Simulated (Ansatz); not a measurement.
`[CH3][Ga][OH]` radical, one more setting.

```yaml
crystal:
  periodic: [false, false, false]
  atoms:
    - {symbol: C, position_ang: [-0.826536, 0.551064, -0.249745]}
    - {symbol: Ga, position_ang: [1.056703, 0.055300, -0.742147]}
    - {symbol: O, position_ang: [1.919400, -1.122736, 0.319790]}
    - {symbol: H, position_ang: [-1.428460, -0.361076, -0.251525]}
    - {symbol: H, position_ang: [-1.248469, 1.272482, -0.947014]}
    - {symbol: H, position_ang: [-0.813629, 0.973454, 0.758073]}
    - {symbol: H, position_ang: [1.402191, -1.436488, 1.066868]}
basis:
  gaussian: {orbitals: cc-pVTZ}
magnetization: {spin_polarized: true, initial_magnetization: 1}
hamiltonian: {xc: {name: RPBE}, pseudopotentials: {relativity: scalar}}
output: {forces: true}
```

```sh
$ ansatz run in.yaml --threads 2 --pin off --events-out ev --progress --plain --max-ram 32768MiB --backend cpu
```

Output, abridged:

```
Functional definition: RPBE
934 factors; their error is unknown
mean field evaluation 1: about -55921.6338 eV, gradient 6.5e1 eV
mean field evaluation 2: about -55811.7468 eV, gradient 1.4e2 eV
mean field evaluation 4: about -55937.2515 eV, gradient 1.3e1 eV
mean field evaluation 8: about -55938.2031 eV, gradient 1.4e-1 eV
mean field evaluation 16: about -55938.1894 eV, gradient 3.3e-4 eV
mean field -55938.18935995 eV, -2055.6905427118 hartree, gradient 2.8e-5 eV, S^2 0.752838; 0 other end points of the search recorded, 0 dependent functions left out
reference -55938.18939957 eV, -2055.6905441677 hartree; 25, 24 occupied and 134, 135 virtual orbitals, 934 factors
Total energy: -55938.18939957 eV, -2055.6905441677 hartree
Relativity: scalar
Atom 0 at    -0.826536     0.551064    -0.249745 Å, force    -0.095130     0.059953    -0.023331 eV/Å
Atom 1 at     1.056703     0.055300    -0.742147 Å, force    -0.085651     0.269425    -0.311824 eV/Å
Atom 2 at     1.919400    -1.122736     0.319790 Å, force     0.673499    -0.242151    -0.089512 eV/Å
Atom 3 at    -1.428460    -0.361076    -0.251525 Å, force    -0.125443    -0.207324    -0.024002 eV/Å
Atom 4 at    -1.248469     1.272482    -0.947014 Å, force    -0.091088     0.161131    -0.157361 eV/Å
Atom 5 at    -0.813629     0.973454     0.758073 Å, force     0.020746     0.110574     0.216186 eV/Å
Atom 6 at     1.402191    -1.436488     1.066868 Å, force    -0.296932    -0.151608     0.389843 eV/Å
Dipole moment:    -0.406407     0.111228     0.101205 e Å
```

It took 6.5 s on 2 threads of a server CPU on a shared host, with 0.39 GiB of host memory at the peak.
